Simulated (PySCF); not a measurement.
This PySCF input asks for the NMR shieldings of SMILES OB(O)/C=C/O[SiH3], C$_{2}$H$_{7}$BO$_{3}$Si; the geometry comes from GFN2-xTB.

```python
import basis_set_exchange as bse
import numpy as np
from pyscf import gto, dft
from pyscf.prop import nmr

atoms = """
O    -3.392994    0.410420    0.012672
B    -2.181655   -0.216854   -0.049969
O    -2.172819   -1.569768   -0.048515
C    -0.828898    0.559585   -0.125605
C     0.353858   -0.049604   -0.178888
O     1.514629    0.618043   -0.264843
Si    3.073216    0.152026   -0.228224
H    -3.368725    1.365409    0.010900
H    -3.051010   -1.950935   -0.002797
H    -0.825146    1.643391   -0.142758
H     0.417948   -1.130814   -0.162195
H     3.432500   -0.321706    1.110158
H     3.324697   -0.921081   -1.192358
H     3.703722    1.411415   -0.588966
"""
names = dict.fromkeys(["O", "B", "C", "Si", "H"], "pcSseg-1")
basis = {el: gto.basis.parse(bse.get_basis(n, elements=[el], fmt="nwchem")) for el, n in names.items()}
mol = gto.M(atom=atoms, basis=basis, charge=0, verbose=0)
mf = dft.RKS(mol, xc="PBE0")
mf.grids.level = 2
mf.grids.alignment = dft.numint.BLKSIZE   # the property module wants whole blocks of grid points
mf.conv_tol = 1e-9
mf.kernel()

calc = nmr.RKS(mf)   # GIAO
C = mf.mo_coeff
Co = C[:, mf.mo_occ > 0]
resp = mf.gen_response(singlet=True, hermi=2)
def vind(x):   # induced exchange potential for any number of trial vectors
    d = np.einsum("pi,xij,qj->xpq", C, 2 * x.reshape(-1, C.shape[1], Co.shape[1]), Co, optimize=True)
    return np.einsum("xpq,pi,qj->xij", resp(d - d.transpose(0, 2, 1)), C, Co, optimize=True).ravel()
mo1, _ = nmr.rhf.solve_mo1(calc, with_cphf=vind)
sigma = calc.kernel(mo1)
for i, s in enumerate(sigma):   # ppm
    w = np.linalg.eigvalsh((s + s.T) / 2)
    print("%2d %-2s iso %8.1f  s11 %8.1f  s22 %8.1f  s33 %8.1f" % (i, mol.atom_pure_symbol(i), w.mean(), *w))
```

Problem. What does it print?

Solution. 
```
 0 O  iso    215.0  s11    114.7  s22    262.6  s33    267.7
 1 B  iso     74.2  s11     61.2  s22     66.9  s33     94.4
 2 O  iso    235.0  s11    143.2  s22    276.0  s33    285.7
 3 C  iso     81.2  s11    -10.8  s22     97.6  s33    156.8
 4 C  iso     21.5  s11    -93.9  s22     55.0  s33    103.5
 5 O  iso    222.3  s11    107.7  s22    226.8  s33    332.3
 6 Si iso    387.0  s11    344.4  s22    354.7  s33    461.8
 7 H  iso     27.9  s11     21.9  s22     24.9  s33     36.9
 8 H  iso     28.0  s11     22.0  s22     23.8  s33     38.2
 9 H  iso     26.9  s11     25.0  s22     25.1  s33     30.7
10 H  iso     24.5  s11     20.8  s22     23.1  s33     29.6
11 H  iso     26.7  s11     23.7  s22     25.1  s33     31.4
12 H  iso     26.7  s11     23.7  s22     25.2  s33     31.1
13 H  iso     26.8  s11     23.2  s22     25.7  s33     31.6
```

These numbers come from an equivalent density-fitted implementation of the same equations, which agrees with the script to about 0.01 ppm for H and up to a few tenths of a ppm for heavy atoms, so last digits may differ.

Size and cost of the density-fitted run: 161 basis functions, 36 s wall time on 1 thread of an Arm Neoverse N1, shared host; peak memory 0.72 GiB.
